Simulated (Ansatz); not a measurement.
**Energy profile**

The step: SnNH₅S ([NH2][SnH2][SH]) → SnH₂S ([S][SnH2]) + NH₃ (still joined by a long Sn–N bond); bonds formed: N2–H4; bonds broken: S3–H4; bonds weakened to dative contacts: Sn1–N2 (atoms numbered as in the saddle structure below).

```tsv
atom	x (Å)	y (Å)	z (Å)
Sn1	-0.9856	0.2727	0.3372
N2	1.0737	-0.0262	-0.1340
S3	-1.1265	-1.4939	-1.1699
H4	0.3938	-0.9821	-0.8870
H5	-1.4107	1.8642	-0.1165
H6	-1.1895	0.0276	2.0158
H7	1.6868	-0.3669	0.5989
H8	1.5578	0.7046	-0.6446
```

Electronic energies by CCSD(T) at an estimated basis limit (MP2 extrapolated from triple and quadruple zeta, plus CCSD(T) − MP2 in triple zeta), on PBE0-D4/def2-TZVP structures; SnNH$_{5}$S, singlet; no counterpoise correction. Computed with Ansatz 0.2.0 (basis: def2-TZVPP and def2-QZVPP); correlated methods freeze the cores. Filled d shells of the heavier atoms are correlated. Core potentials replace the inner electrons of the atoms past krypton. The def2 sets are not built for correlating such inner shells, so the correlated values are less sure here. Extrapolation: Hartree–Fock as exp(−7.88 √X), correlation as X^−2.97.

Q: Give the profile in eV, counted from the start structure. (Judge from chemistry; the value comes from the calculation.)

A: The calculation gives:
```tsv
point	eV
start structure	0.000
saddle	0.918
end structure	0.129
separated: SnH$_{2}$S (linked as [S][SnH2]; Sn1, S3, H5, H6; singlet) + NH$_{3}$ (N2, H4, H7, H8; singlet)	1.099
```

The T1 diagnostic stays at or below 0.021.

For scale, one of the runs: CCSD(T)/def2-TZVPP, 193 basis functions, launched by `ansatz run in.yaml --threads 4 --pin off --events-out ev --progress --plain --max-ram 9574MiB`. The run took 64 s on 4 CPU threads of an Intel Xeon (shared host), with 2.4 GiB of host memory at its peak.
